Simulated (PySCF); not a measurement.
# `CC[Se]C#[N+][AlH3-]`, C₃H₈AlNSe

Molfile (atoms numbered from 1):
```
C3H8AlNSe
     RDKit          3D

 14 13  0  0  0  0  0  0  0  0999 V2000
   -2.5983   -0.4779    0.1454 C   0  0  0  0  0  0  0  0  0  0  0  0
   -1.1450   -0.1301   -0.0857 C   0  0  0  0  0  0  0  0  0  0  0  0
   -0.9586    1.7894   -0.6286 Se  0  0  0  0  0  2  0  0  0  0  0  0
    0.8132    1.6491   -0.6669 C   0  0  0  0  0  0  0  0  0  0  0  0
    1.9498    1.4308   -0.6538 N   0  0  0  0  0  0  0  0  0  0  0  0
    2.9635   -0.2173   -0.2184 Al  0  0  0  0  0  4  0  0  0  0  0  0
   -3.0279    0.1311    0.9392 H   0  0  0  0  0  0  0  0  0  0  0  0
   -2.6694   -1.5232    0.4396 H   0  0  0  0  0  0  0  0  0  0  0  0
   -3.1860   -0.3365   -0.7603 H   0  0  0  0  0  0  0  0  0  0  0  0
   -0.7033   -0.7153   -0.8929 H   0  0  0  0  0  0  0  0  0  0  0  0
   -0.5421   -0.2467    0.8157 H   0  0  0  0  0  0  0  0  0  0  0  0
    2.3846   -0.4038    1.2431 H   0  0  0  0  0  0  0  0  0  0  0  0
    4.4526    0.1933   -0.4077 H   0  0  0  0  0  0  0  0  0  0  0  0
    2.2664   -1.1435   -1.2958 H   0  0  0  0  0  0  0  0  0  0  0  0
  1  2  1  0
  2  3  1  0
  3  4  1  0
  4  5  3  0
  5  6  1  0
  1  7  1  0
  1  8  1  0
  1  9  1  0
  2 10  1  0
  2 11  1  0
  6 12  1  0
  6 13  1  0
  6 14  1  0
M  CHG  2   5   1   6  -1
M  END
```

Theory: GIAO B3LYP/pcSseg-1 magnetisability, rotational g tensor and spin-rotation constants, non-relativistic, gas phase (PySCF 2.14.0). Geometry: GFN2-xTB.

The calculation is non-relativistic, which matters for the atoms heavier than Zn.

Question: Give the nuclear spin-rotation constants along the inertial axes (H = +C I·J) beside the isotropic shieldings.

Answer: Rotational constants 3.0735, 0.9226, 0.7233 GHz. A star marks the isotopologue with that one atom substituted, in its own axes.
| atom | isotope | Caa (kHz) | Cbb (kHz) | Ccc (kHz) | mean (kHz) | σ (ppm) |
| --- | --- | --- | --- | --- | --- | --- |
| N5 | 14N | 0.108 | 0.199 | 0.160 | 0.156 | -32.4 |
| Al6 | 27Al | 1.736 | 0.533 | 0.432 | 0.901 | 425.7 |
| H7 | 1H | -0.256 | -0.094 | -0.017 | -0.122 | 30.4 |
| H8 | 1H | -0.342 | 0.024 | -0.084 | -0.134 | 29.9 |
| H9 | 1H | -0.221 | -0.093 | -0.026 | -0.113 | 30.4 |
| H10 | 1H | -0.215 | -0.088 | 0.003 | -0.100 | 27.6 |
| H11 | 1H | -0.179 | -0.086 | -0.008 | -0.091 | 27.6 |
| H12 | 1H | -0.179 | -0.047 | -0.003 | -0.076 | 27.4 |
| H13 | 1H | 0.040 | -0.052 | -0.058 | -0.023 | 28.2 |
| H14 | 1H | -0.179 | -0.047 | -0.002 | -0.076 | 27.4 |
| C1 | 13C* | 0.426 | 0.130 | 0.109 | 0.222 | 166.1 |
| C2 | 13C* | 0.502 | 0.143 | 0.162 | 0.269 | 141.8 |
| Se3 | 77Se* | 4.315 | 1.467 | 1.238 | 2.340 | 1661.0 |
| C4 | 13C* | 0.082 | 0.453 | 0.349 | 0.295 | 42.2 |

For the geometry as given, no vibrational averaging.

Question: How do the rotational constants and the g tensor change when H7, H8, H9, H10, H11, H12, H13, H14 are replaced by deuterium?

Answer: Constants 2.5923, 0.8282, 0.6493 GHz; g -0.0201, -0.0152, -0.0139, against -0.0235, -0.0171, -0.0155 before.
